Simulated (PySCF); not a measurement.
C₅H₁₄BN.
Cartesian coordinates in Å at the GFN2-xTB level; atoms count from 1:
```
atom  x, y, z in Å
C1     1.568   -0.310    1.205
N2     0.602   -0.067    0.141
C3     1.328    0.155   -1.106
B4    -0.487   -1.329   -0.027
C5    -1.889   -0.513   -0.251
C6    -1.500    0.961   -0.394
C7    -0.241    1.098    0.449
H8     2.147   -1.201    0.969
H9     2.247    0.540    1.323
H10    1.045   -0.483    2.143
H11    1.987    1.026   -1.025
H12    0.626    0.310   -1.920
H13    1.926   -0.724   -1.337
H14   -0.125   -1.977   -0.957
H15   -0.454   -1.942    0.994
H16   -2.551   -0.619    0.610
H17   -2.460   -0.838   -1.119
H18   -2.275    1.646   -0.044
H19   -1.290    1.210   -1.436
H20    0.304    2.034    0.278
H21   -0.519    1.042    1.504
```

The closed-shell SCF was solved with PySCF and density fitting under several settings on one GFN2-xTB geometry (grid level 2 and gas phase unless stated).

```csv
settings,basis functions,SCF cycles,E (Eh),HOMO (eV),LUMO (eV),dipole (D)
PBE0/pcSseg-1,189,13,-278.1778,-7.26,1.04,4.51
PBE0/def2-SVPD,252,13,-278.0311,-7.26,0.43,4.38
"wB97X/pcSseg-1, fitting basis def2-universal-jkfit",189,10,-278.4559,-9.73,3.03,4.58
```

Q: Estimate the rows for these settings: (1) PBE0/STO-3G, damping 0.2 at the start, DIIS from the seventh cycle; (2) LC-wPBE/pcSseg-1, IEF-PCM chloroform, start guess atom.

A: 
| settings | basis functions | SCF cycles | E (Eh) | HOMO (eV) | LUMO (eV) | dipole (D) |
| --- | --- | --- | --- | --- | --- | --- |
| PBE0/STO-3G, damping 0.2 at the start, DIIS from the seventh cycle | 49 | 10 | -274.9089 | -5.27 | 8.08 | 5.14 |
| LC-wPBE/pcSseg-1, IEF-PCM chloroform, start guess atom | 189 | 10 | -278.3688 | -10.27 | 3.53 | 5.63 |

Q: Over all rows, what range does the HOMO–LUMO gap span?

A: From 7.69 eV (PBE0/def2-SVPD) to 13.80 eV (LC-wPBE/pcSseg-1, IEF-PCM chloroform, start guess atom). The functional of the narrowest has 25 % exact exchange, that of the widest range-separated exact exchange.

Q: Compare two rows with the functional PBE0: PBE0/pcSseg-1 and PBE0/STO-3G, damping 0.2 at the start, DIIS from the seventh cycle. Which energy is lower, and by how much?

A: PBE0/pcSseg-1 (189 functions) lies 3.2689 Eh or 2051 kcal/mol below PBE0/STO-3G, damping 0.2 at the start, DIIS from the seventh cycle (49 functions).

Cycle counts include a coarse-grid stage where the run had one. The structure is a single GFN2-xTB conformer; no vibrational corrections.
